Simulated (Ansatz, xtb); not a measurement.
**Ranking isomers of ClGe2H7Si**

4 gas-phase structures of ClGe2H7Si, from a drawn sample of its isomers (lower ones may exist). Each was relaxed with GFN2-xTB; where two conformers were screened, the lower at r2SCAN-D4/def2-SVP is listed:

A. `Cl[SiH]([GeH3])[GeH3]`, a singlet
B. `Cl[SiH2][GeH2][GeH3]`, a singlet
C. `[Cl][GeH2][SiH2][GeH3]`, a singlet
D. `[SiH3][Ge@@H]([Cl])[GeH3]`, a singlet

Q: Which do you expect lowest at r2SCAN-D4/def2-SVP, and how would the others follow?

A: Calculated order at r2SCAN-D4/def2-SVP: B (0.0), D (13.6), A (17.0), C (27.1) kJ/mol. Less than 1 kcal/mol parts D and A, so the order within that pair means little.

Energies above the lowest of each column, in kJ/mol; the last columns are at B3LYP-D3(BJ)/def2-SVP geometries:

| structure | GFN2-xTB | HF/STO-3G | r2SCAN-D4/def2-SVP | B3LYP-D3(BJ)/def2-SVP | CCSD(T)/def2-SVP + ΔMP2/def2-TZVPP |
| --- | --- | --- | --- | --- | --- |
| B | 28.4 | 0.0 | 0.0 | 0.0 | 0.0 |
| D | 0.0 | 5.1 | 13.6 | 14.3 | 18.6 |
| A | 59.4 | 10.4 | 17.0 | 17.2 | 18.6 |
| C | 30.6 | 13.1 | 27.1 | 25.5 | 32.9 |

CCSD(T)/def2-SVP + ΔMP2/def2-TZVPP puts B lowest; GFN2-xTB picks D. CCSD(T)/def2-SVP + ΔMP2/def2-TZVPP orders those it was run on as B (0.0), A (18.6), D (18.6), C (32.9) kJ/mol. Less than 1 kcal/mol parts A and D, so the order within that pair means little. Flexible structures stand in one conformer each, not always the lowest. B keeps a small imaginary mode. C keeps a small imaginary mode. ΔMP2 is the change of the MP2 energy from the smaller to the larger basis.

Over these structures GFN2-xTB departs from r2SCAN-D4/def2-SVP by 20.2 kJ/mol on average once a common shift is removed. A GFN2-xTB relaxation took about 0.76 s and the r2SCAN-D4/def2-SVP energy about 9.7 s on a shared host (Ansatz 0.2.0, xtb 6.7.1).
